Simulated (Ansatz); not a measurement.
## The dipole moment down a group: F to I

One atom is swapped for its congeners: InH2F `[F][InH2]`; InH2Br `[Br][InH2]`; InH2I `[InH2][I]`. The Cl member is missing. All are singlets with charge 0.

Shapes, held fixed at every level: PBE0-D4/def2-TZVP. Programs: Ansatz 0.2.0. Values in D.

| level | InH2F | InH2Br | InH2I |
| --- | --- | --- | --- |
| PBE-D4/def2-TZVPP | 2.85 | 2.51 | 2.10 |
| r2SCAN-D4/def2-TZVPP | 2.97 | 2.66 | 2.26 |
| B3LYP-D4/def2-TZVPP | 3.05 | 2.65 | 2.23 |
| wB97M-V/def2-TZVPP | 3.07 | 2.77 | 2.41 |

At wB97M-V/def2-TZVPP the dipole moment falls at every step, from 3.07 to 2.41 D. Every level shows the same order. For atoms past krypton def2 sets carry core potentials with scalar relativity. Relativity is left out for Br unless named.
